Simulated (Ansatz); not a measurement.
One change: `CCCCC(C)=O` becomes `BCC(C)=O`.

Ansatz, PBE0-D4/def2-TZVP geometries, multiplicity 1. Each molecule was computed in one conformer, which needn't be the lowest.

| property | `CCCCC(C)=O` |
| --- | --- |
| HOMO–LUMO gap (B3LYP/def2-TZVPP) / eV | 6.35 |
| HOMO–LUMO gap (PBE/def2-TZVPP) / eV | 4.10 |
| size of the dipole moment (B3LYP/def2-TZVPP) / D | 2.73 |
| size of the dipole moment (ωB97M-V/def2-TZVPP) / D | 2.73 |
| HOMO energy (ωB97M-V/def2-TZVPP) / eV | -9.58 |
| LUMO energy (ωB97M-V/def2-TZVPP) / eV | 1.95 |

(1) What does the change do to each property? (An estimate is asked.)

Answers

(1) Computed: 
```csv
property,`BCC(C)=O`,shift
HOMO–LUMO gap (B3LYP/def2-TZVPP) / eV,5.05,-1.30
HOMO–LUMO gap (PBE/def2-TZVPP) / eV,2.95,-1.15
size of the dipole moment (B3LYP/def2-TZVPP) / D,2.91,0.18
size of the dipole moment (ωB97M-V/def2-TZVPP) / D,2.92,0.19
HOMO energy (ωB97M-V/def2-TZVPP) / eV,-9.61,-0.03
LUMO energy (ωB97M-V/def2-TZVPP) / eV,0.26,-1.69
```

With PBE0 the HOMO falls by 0.05 eV and the LUMO falls by 1.37 eV, so the gap narrows by about 1.32 eV. PBE moves the HOMO by -0.07 eV and ωB97M-V by -0.03 eV. Dipoles are sizes alone; their direction can turn.

B3LYP here is the variant with VWN-RPA as its local correlation; programs differ in this.

Positive LUMOs are unbound, so they and the gaps depend on the basis.
